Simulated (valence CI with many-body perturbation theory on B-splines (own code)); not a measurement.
## In43+: electric-dipole lines

Computed by valence CI with perturbative core correlation (CI+MBPT): four valence electrons over a frozen Dirac-Fock core [He], radial functions for each j: 11 s, 11 p, 10 d, 8 f, 5 g, 2 h, with the one-electron correlation potential Σ1, the two-electron term Σ2, the three-electron term Σ3, Breit, model QED; selected CI, second order for the rest, scaled by the run's own slope (own B-spline code, finite nucleus).

No measured spectrum was set against this ion. As an estimate, large intervals hold to a few tenths of a per cent, small ones and those within an open d or f shell to about a per cent. Among the levels kept, up to 810 cm⁻¹ of a level comes from second order outside the variational space, and about a tenth of that is noise between levels of different J, which matters for small intervals.

Lines 201 to 250 of 544 in falling wavelength, among levels below 367.92 Ry, chosen from the strongest by gf and those to the six lowest levels. Wavelengths and rates use the calculated energies. Electric multipoles are in the length gauge with retardation, E1 and E2 with the static RPA response of the core. Weak lines are less certain than strong ones. Lines between different terms over intervals too small for the method are left out, as are lines whose strength nearly cancels. Where a level lies close to another of its J and parity, the split of strength between their lines is uncertain. The highest levels of a list are the least certain.

Levels are named by their leading jj configuration (3d3/2^4 stands for four electrons in 3d with j = 3/2), which in mixed levels can hold well under half, so a name can repeat and another be missing. Letters in brackets count levels of one name in rising energy.

```
λ vac (Å)                           Upper                           Lower   A (s⁻¹)  S (a.u.) with core polarisation  S without
    29.82     (2s 2p1/2 2p3/2 3s) J=2 [c]             (2s^2 2p1/2 3s) J=1  3.25e+11                         2.12e-02   2.13e-02
    29.81  (2s 2p1/2 2p3/2 3d5/2) J=2 [d]          (2s^2 2p1/2 3d5/2) J=3  4.78e+11                         3.13e-02   3.13e-02
    29.79       (2p1/2^2 2p3/2 3d5/2) J=4          (2s 2p1/2^2 3d5/2) J=3  1.87e+11                         2.19e-02   2.20e-02
    29.77  (2s 2p1/2 2p3/2 3d3/2) J=2 [c]          (2s^2 2p1/2 3d3/2) J=2  3.04e+11                         1.98e-02   1.98e-02
    29.77       (2p1/2^2 2p3/2 3p3/2) J=3          (2s 2p1/2^2 3p3/2) J=2  2.35e+11                         2.14e-02   2.14e-02
    29.71   (2p1/2 2p3/2^2 3p1/2) J=1 [c]  (2s 2p1/2 2p3/2 3p1/2) J=2 [c]  3.68e+11                         1.43e-02   1.43e-02
    29.70  (2s 2p1/2 2p3/2 3d3/2) J=1 [c]          (2s^2 2p1/2 3d3/2) J=2  4.75e+11                         1.84e-02   1.85e-02
    29.59      (2s 2p3/2^2 3p3/2) J=2 [c]          (2s^2 2p3/2 3p3/2) J=2  2.80e+11                         1.79e-02   1.79e-02
    29.56   (2p1/2 2p3/2^2 3p1/2) J=1 [b]          (2s^2 2p3/2 3d3/2) J=2  2.20e+11                         8.40e-03   8.42e-03
    29.51  (2s 2p1/2 2p3/2 3p3/2) J=1 [c]          (2s^2 2p1/2 3p3/2) J=1  2.62e+11                         9.96e-03   9.98e-03
    29.50  (2s 2p1/2 2p3/2 3p3/2) J=1 [d]          (2s^2 2p1/2 3p3/2) J=2  3.28e+11                         1.25e-02   1.25e-02
    29.50      (2p1/2 2p3/2^2 3s) J=1 [b]     (2s 2p1/2 2p3/2 3s) J=2 [c]  3.96e+11                         1.50e-02   1.51e-02
    29.49       (2p1/2^2 2p3/2 3d5/2) J=3          (2s 2p1/2^2 3d5/2) J=2  9.55e+10                         8.46e-03   8.48e-03
    29.49      (2s 2p3/2^2 3d5/2) J=3 [c]          (2s^2 2p3/2 3d5/2) J=2  1.21e+11                         1.07e-02   1.07e-02
    29.46         (2s 2p3/2^2 3s) J=1 [b]             (2s^2 2p3/2 3s) J=1  6.01e+11                         2.28e-02   2.28e-02
    29.42   (2p1/2 2p3/2^2 3p3/2) J=2 [c]  (2s 2p1/2 2p3/2 3p3/2) J=3 [c]  2.75e+11                         1.73e-02   1.73e-02
    29.42         (2s 2p3/2^2 3s) J=1 [a]             (2s^2 2p3/2 3s) J=2  3.77e+11                         1.42e-02   1.42e-02
    29.39      (2s 2p3/2^2 3d3/2) J=3 [b]          (2s^2 2p3/2 3d3/2) J=3  3.63e+11                         3.19e-02   3.20e-02
    29.35      (2s 2p3/2^2 3d5/2) J=4 [b]          (2s^2 2p3/2 3d5/2) J=4  4.31e+11                         4.84e-02   4.85e-02
    29.35       (2p1/2^2 2p3/2 3d3/2) J=3          (2s 2p1/2^2 3d3/2) J=2  1.87e+11                         1.64e-02   1.64e-02
    29.34   (2p1/2 2p3/2^2 3p3/2) J=1 [c]  (2s 2p1/2 2p3/2 3p3/2) J=2 [c]  3.09e+11                         1.16e-02   1.16e-02
    29.32      (2s 2p3/2^2 3p3/2) J=3 [b]          (2s^2 2p3/2 3p3/2) J=3  4.35e+11                         3.79e-02   3.80e-02
    29.32      (2p1/2 2p3/2^2 3s) J=2 [b]     (2s 2p1/2 2p3/2 3s) J=2 [b]  1.96e+11                         1.22e-02   1.22e-02
    29.28      (2s 2p3/2^2 3p1/2) J=2 [b]          (2s^2 2p3/2 3p1/2) J=2  5.56e+11                         3.44e-02   3.45e-02
    29.25      (2s 2p3/2^2 3p1/2) J=1 [a]          (2s^2 2p3/2 3p1/2) J=1  5.21e+11                         1.93e-02   1.93e-02
    29.19      (2s 2p3/2^2 3d5/2) J=3 [b]          (2s^2 2p3/2 3d5/2) J=4  4.81e+11                         4.14e-02   4.14e-02
    29.18       (2p1/2^2 2p3/2 3p1/2) J=2          (2s 2p1/2^2 3p1/2) J=1  2.40e+11                         1.47e-02   1.47e-02
    29.15      (2s 2p3/2^2 3p1/2) J=1 [b]          (2s^2 2p3/2 3p1/2) J=2  2.53e+11                         9.28e-03   9.30e-03
    29.13          (2s 2p1/2 2p3/2^2) J=0          (2s^2 2p1/2 2p3/2) J=1  3.48e+11                         4.25e-03   4.26e-03
    29.07      (2s 2p3/2^2 3d3/2) J=2 [b]          (2s^2 2p3/2 3d3/2) J=3  2.27e+11                         1.38e-02   1.38e-02
    29.05          (2p1/2^2 2p3/2 3s) J=2             (2s 2p1/2^2 3s) J=1  2.44e+11                         1.48e-02   1.48e-02
    29.03         (2s 2p3/2^2 3s) J=2 [b]             (2s^2 2p3/2 3s) J=2  5.44e+11                         3.28e-02   3.29e-02
    29.01       (2p1/2^2 2p3/2 3d5/2) J=1          (2s 2p1/2^2 3d5/2) J=2  2.58e+11                         9.32e-03   9.33e-03
    29.00      (2s 2p3/2^2 3d5/2) J=2 [c]          (2s^2 2p3/2 3d5/2) J=3  4.50e+11                         2.71e-02   2.71e-02
    28.98      (2s 2p3/2^2 3d5/2) J=3 [c]      (2s 2p1/2 2p3/2 3p1/2) J=3  1.03e+11                         8.68e-03   8.69e-03
    28.96      (2s 2p3/2^2 3d5/2) J=1 [b]          (2s^2 2p3/2 3d5/2) J=2  4.07e+11                         1.46e-02   1.47e-02
    28.93          (2s 2p1/2^2 2p3/2) J=1              (2s^2 2p1/2^2) J=0  3.96e+11                         1.42e-02   1.42e-02
    28.91      (2s 2p3/2^2 3p3/2) J=2 [b]          (2s^2 2p3/2 3p3/2) J=3  3.85e+11                         2.30e-02   2.30e-02
    28.88       (2p1/2^2 2p3/2 3d3/2) J=1          (2s 2p1/2^2 3d3/2) J=1  2.28e+11                         8.11e-03   8.13e-03
    28.86       (2p1/2 2p3/2^2 3p3/2) J=4      (2s 2p1/2 2p3/2 3p3/2) J=4  2.16e+11                         2.31e-02   2.31e-02
    28.85       (2p1/2 2p3/2^2 3p1/2) J=3      (2s 2p1/2 2p3/2 3p1/2) J=3  1.59e+11                         1.32e-02   1.32e-02
    28.83      (2s 2p3/2^2 3d3/2) J=2 [c]          (2s^2 2p3/2 3d3/2) J=2  1.85e+11                         1.09e-02   1.10e-02
    28.72   (2p1/2 2p3/2^2 3p1/2) J=2 [b]  (2s 2p1/2 2p3/2 3p1/2) J=2 [b]  2.16e+11                         1.26e-02   1.27e-02
    28.58      (2s 2p1/2 2p3/2^2) J=2 [b]          (2s^2 2p1/2 2p3/2) J=2  5.99e+11                         3.45e-02   3.46e-02
    28.52   (2p1/2 2p3/2^2 3p1/2) J=2 [a]  (2s 2p1/2 2p3/2 3p1/2) J=2 [a]  1.77e+11                         1.01e-02   1.02e-02
    28.51       (2p1/2^2 2p3/2 3d5/2) J=3          (2s 2p1/2^2 3d5/2) J=3  1.29e+11                         1.03e-02   1.03e-02
    28.51          (2p1/2 2p3/2^2 3s) J=3         (2s 2p1/2 2p3/2 3s) J=3  2.47e+11                         1.98e-02   1.99e-02
    28.31      (2s 2p1/2 2p3/2^2) J=1 [b]          (2s^2 2p1/2 2p3/2) J=2  5.34e+11                         1.79e-02   1.80e-02
    28.30      (2s 2p1/2 2p3/2^2) J=1 [a]          (2s^2 2p1/2 2p3/2) J=1  5.98e+11                         2.01e-02   2.01e-02
    28.29       (2p1/2 2p3/2^2 3d3/2) J=3  (2s 2p1/2 2p3/2 3d3/2) J=3 [a]  1.61e+11                         1.26e-02   1.27e-02
```
